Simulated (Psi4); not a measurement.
Cl2Se (SMILES Cl[Se]Cl), singlet, at a GFN2-xTB geometry, with bond 2-1 at 3.0 times its length; HF/def2-SVP (Psi4 1.11).

The Psi4 input:
```
memory 2 GB

molecule mol {
0 1
  Se    0.001365    0.001249    0.686465
  Cl    3.121271    3.775873   -3.445425
  Cl   -1.044063   -1.261955   -0.682097
}

set basis def2-svp
set reference uhf
set stability_analysis follow
set scf_type pk

energy('scf')
print_variables()
```

Question: What does Psi4 print? Leave out banner, timings and long lists.

Answer: 
```
   => Loading Basis Set <=

    Name: DEF2-SVP
    Role: ORBITAL
    Keyword: BASIS

         ---------------------------------------------------------
                                   SCF
               by Justin Turney, Rob Parrish, Andy Simmonett
                          and Daniel G. A. Smith
                              UHF Reference
         ---------------------------------------------------------

  ==> Geometry <==

    Molecular point group: cs
    Full point group: Cs

    Geometry (in Angstrom), charge = 0, multiplicity = 1:

       Center              X                  Y                   Z               Mass
    ------------   -----------------  -----------------  -----------------  -----------------
         SE           0.760123396085    -1.283544099191     0.000000000000    79.916521800000
         CL          -4.136977524010     2.848346187436     0.000000000000    34.968852682000
         CL           2.399819645073     0.085017995745     0.000000000000    34.968852682000

  Running in cs symmetry.

  Rotational constants: A =      0.16503  B =      0.01454  C =      0.01336 [cm^-1]
  Rotational constants: A =   4947.35272  B =    435.85565  C =    400.56626 [MHz]
  Nuclear repulsion =  212.495278081504608

  Charge       = 0
  Multiplicity = 1
  Electrons    = 68
  Nalpha       = 34
  Nbeta        = 34

  ==> Algorithm <==

  SCF Algorithm Type is PK.
  DIIS enabled.
  MOM disabled.
  Fractional occupation disabled.
  Guess Type is SAD.
  Energy threshold   = 1.00e-06
  Density threshold  = 1.00e-06
  Integral threshold = 1.00e-12

  ==> Primary Basis <==

  Basis Set: DEF2-SVP
    Blend: DEF2-SVP
    Number of shells: 28
    Number of basis functions: 68
    Number of Cartesian functions: 73
    Spherical Harmonics?: true
    Max angular momentum: 2

  ==> Integral Setup <==

  Using in-core PK algorithm.
   Calculation information:
      Number of atoms:                   3
      Number of AO shells:              28
      Number of primitives:             66
      Number of atomic orbitals:        73
      Number of basis functions:        68

      Integral cutoff                 1.00e-12
      Number of threads:                 1

  Performing in-core PK
  Using 5506062 doubles for integral storage.
  We computed 35831 shell quartets total.
  Whereas there are 82621 unique shell quartets.

  ==> DiskJK: Disk-Based J/K Matrices <==

    J tasked:                  Yes
    K tasked:                  Yes
    wK tasked:                  No
    Schwarz Cutoff:          1E-12

  Minimum eigenvalue in the overlap matrix is 2.9347835280E-02.
  Reciprocal condition number of the overlap matrix is 1.0050949027E-02.
    Using symmetric orthogonalization.

  ==> Pre-Iterations <==

  SCF Guess: Superposition of Atomic Densities via on-the-fly atomic UHF (no occupation information).

   -------------------------
    Irrep   Nso     Nmo
   -------------------------
     A'        48      48
     A"        20      20
   -------------------------
    Total      68      68
   -------------------------

  ==> Iterations <==

                        Total Energy        Delta E     RMS |[F,P]|

   @UHF iter SAD: -3314.55772351288897   -3.31456e+03   0.00000e+00
    Occupation by irrep:
             Ap   App
    DOCC [    26,    8 ]
    SOCC [     0,    0 ]
    NA   [    26,    8 ]
    NB   [    26,    8 ]

   @UHF iter   1: -3317.43352472565039   -2.87580e+00   2.95054e-02 DIIS/ADIIS
    Occupation by irrep:
             Ap   App
    DOCC [    25,    9 ]
    SOCC [     0,    0 ]
    NA   [    25,    9 ]
    NB   [    25,    9 ]

   @UHF iter   2: -3317.47392106957022   -4.03963e-02   1.88982e-02 DIIS/ADIIS
    Occupation by irrep:
             Ap   App
    DOCC [    26,    8 ]
    SOCC [     0,    0 ]
    NA   [    26,    8 ]
    NB   [    26,    8 ]

   @UHF iter   3: -3317.85085566940143   -3.76935e-01   8.17061e-03 DIIS/ADIIS
    Occupation by irrep:
             Ap   App
    DOCC [    25,    9 ]
[...]
   @UHF iter  81: -3317.60935602861764   -7.27836e-03   1.05283e-02 DIIS/ADIIS
   @UHF iter  82: -3317.61685290946843   -7.49688e-03   1.03158e-02 DIIS/ADIIS
    Occupation by irrep:
             Ap   App
    DOCC [    25,    9 ]
    SOCC [     0,    0 ]
    NA   [    25,    9 ]
    NB   [    25,    9 ]

   @UHF iter  83: -3317.67817908645475   -6.13262e-02   8.37082e-03 DIIS/ADIIS
   @UHF iter  84: -3317.85384466133610   -1.75666e-01   7.60382e-03 DIIS/ADIIS
   @UHF iter  85: -3317.80835556765442    4.54891e-02   9.24350e-03 DIIS/ADIIS
    Occupation by irrep:
             Ap   App
    DOCC [    26,    8 ]
    SOCC [     0,    0 ]
    NA   [    26,    8 ]
    NB   [    26,    8 ]

   @UHF iter  86: -3317.92463776085242   -1.16282e-01   3.76094e-03 DIIS/ADIIS
   @UHF iter  87: -3317.62070480862121    3.03933e-01   1.02127e-02 DIIS/ADIIS
   @UHF iter  88: -3317.63205089989151   -1.13461e-02   9.87535e-03 DIIS/ADIIS
   @UHF iter  89: -3317.64236762401924   -1.03167e-02   9.55797e-03 DIIS/ADIIS
   @UHF iter  90: -3317.64250089070538   -1.33267e-04   9.55176e-03 DIIS/ADIIS
   @UHF iter  91: -3317.62605359800182    1.64473e-02   1.00580e-02 DIIS/ADIIS
   @UHF iter  92: -3317.61994021935107    6.11338e-03   1.02373e-02 DIIS/ADIIS
   @UHF iter  93: -3317.62055110520305   -6.10886e-04   1.02188e-02 DIIS/ADIIS
   @UHF iter  94: -3317.62465140491895   -4.10030e-03   1.00971e-02 DIIS/ADIIS
    Occupation by irrep:
             Ap   App
    DOCC [    25,    9 ]
    SOCC [     0,    0 ]
    NA   [    25,    9 ]
    NB   [    25,    9 ]

   @UHF iter  95: -3317.60796372301047    1.66877e-02   1.05797e-02 DIIS/ADIIS
   @UHF iter  96: -3317.85324056082527   -2.45277e-01   7.62372e-03 DIIS/ADIIS
    Occupation by irrep:
             Ap   App
    DOCC [    26,    8 ]
    SOCC [     0,    0 ]
    NA   [    26,    8 ]
    NB   [    26,    8 ]

   @UHF iter  97: -3317.80648067003403    4.67599e-02   9.30035e-03 DIIS/ADIIS
    Occupation by irrep:
             Ap   App
    DOCC [    25,    9 ]
    SOCC [     0,    0 ]
    NA   [    25,    9 ]
    NB   [    25,    9 ]

   @UHF iter  98: -3317.69095135729276    1.15529e-01   7.88865e-03 DIIS/ADIIS
    Occupation by irrep:
             Ap   App
    DOCC [    26,    8 ]
    SOCC [     0,    0 ]
    NA   [    26,    8 ]
    NB   [    26,    8 ]

   @UHF iter  99: -3317.92497298308717   -2.34022e-01   3.73579e-03 DIIS/ADIIS
   @UHF iter 100: -3317.60572137927966    3.19252e-01   1.06472e-02 DIIS/ADIIS

PsiException: Could not converge SCF iterations in 100 iterations.

  Failed to converge.

Traceback (most recent call last):
  File "psi4", line 375, in <module>
  File "<string>", line 26, in <module>
  File "site-packages/psi4/driver/driver.py", line 533, in energy
  File "site-packages/psi4/driver/procrouting/proc.py", line 2760, in run_scf
  File "site-packages/psi4/driver/procrouting/proc.py", line 2047, in scf_helper
  File "site-packages/psi4/driver/procrouting/scf_proc/scf_iterator.py", line 93, in scf_compute_energy
  File "site-packages/psi4/driver/procrouting/scf_proc/scf_iterator.py", line 86, in scf_compute_energy
  File "site-packages/psi4/driver/procrouting/scf_proc/scf_iterator.py", line 609, in scf_iterate

psi4.driver.p4util.exceptions.SCFConvergenceError: Could not converge SCF iterations in 100 iterations.

Printing out the relevant lines from the Psithon --> Python processed input file:
    core.IO.set_default_namespace("mol")
    core.set_global_option("BASIS", "def2-svp")
    core.set_global_option("REFERENCE", "uhf")
    core.set_global_option("STABILITY_ANALYSIS", "follow")
    core.set_global_option("SCF_TYPE", "pk")
--> energy('scf')
    print_variables()

!-------------------------------------------------------!
!                                                       !
!  Could not converge SCF iterations in 100 iterations. !
!                                                       !
!-------------------------------------------------------!
```

Convergence was not reached.
